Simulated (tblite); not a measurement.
Run record: tight-binding relaxation, `[GeH]1([Ge]([F])([F])[F])[O]C=C[O]1`.

Computed with GFN2-xTB geometry optimisation, gas phase (tblite 0.8.0). Start geometry: from a force field or distance geometry. The command runs a driver script over a list of jobs; the input below is this job's line of settings and its coordinates in Å.

Command:
```bash
OMP_NUM_THREADS=1 python probes_run.py task.json out
```

Input:
```
{"job": {"kind": "relax", "xc": "GFN2-xTB", "basis": "xTB"}, "charge": 0, "multiplicity": 1}
F      3.392100     0.490300     0.822800
Ge     2.242700    -0.484600    -0.096100
F      2.983700    -0.969300    -1.608700
F      1.836800    -1.915200     0.832500
Ge     0.260400     0.773800    -0.502900
O     -0.675100     1.023100     0.998100
C     -1.863100     0.310800     0.912200
C     -2.048700    -0.369300    -0.217900
O     -1.029100    -0.277900    -1.166000
H      0.438600     2.081200    -1.319100
H     -2.590100     0.304200     1.718500
H     -2.947100    -0.967700    -0.399500
```

Output:
```
step      E/eV     max force
  0    -875.10427    1.027
  1    -875.15400    0.845
  2    -875.22733    0.923
  3    -875.25070    0.477
  4    -875.27963    0.564
  5    -875.30006    0.431
  6    -875.32046    0.461
  7    -875.34414    0.421
  8    -875.36043    0.329
  9    -875.36893    0.242
... (40 lines left out)
 50    -875.40841    0.018
 51    -875.40843    0.012
 52    -875.40844    0.011
 53    -875.40846    0.015
 54    -875.40849    0.021
 55    -875.40853    0.019
 56    -875.40856    0.013
 57    -875.40859    0.011
 58    -875.40861    0.013
 59    -875.40862    0.010
```

«max force» is the largest atomic force in eV/Å.

Problem. From which step on does the largest force stay under 0.1 eV/Å, and how much energy is left to gain from there?

Solution. From step 16 (0.084 eV/Å), 5.9 meV above the end.

Main results: energy lowered by 7.0 kcal/mol over 59 steps; largest atomic force 0.010 eV/Å at the end.

Problem. Give the final coordinates.

Solution. 0.189 Å rms from the input after alignment:
```
atom  x, y, z in Å
F1     3.5595    0.3566    0.7768
Ge2    2.2760   -0.4987   -0.0862
F3     3.1762   -1.0160   -1.5164
F4     2.2636   -2.0168    0.8248
Ge5    0.1222    0.7980   -0.5008
O6    -0.8330    1.1016    0.9742
C7    -1.9868    0.3442    0.9050
C8    -2.1765   -0.3282   -0.2202
O9    -1.1961   -0.1897   -1.1843
H10    0.3960    2.0619   -1.3030
H11   -2.6099    0.3676    1.7795
H12   -2.9900   -0.9813   -0.4754
```

On Arm Neoverse V1, one thread, shared host with 32 logical CPUs at a one-minute load of 16, this took 0.41 s of wall time.
Labels such as C1 count atoms from 1, the log's own numbers from 0.
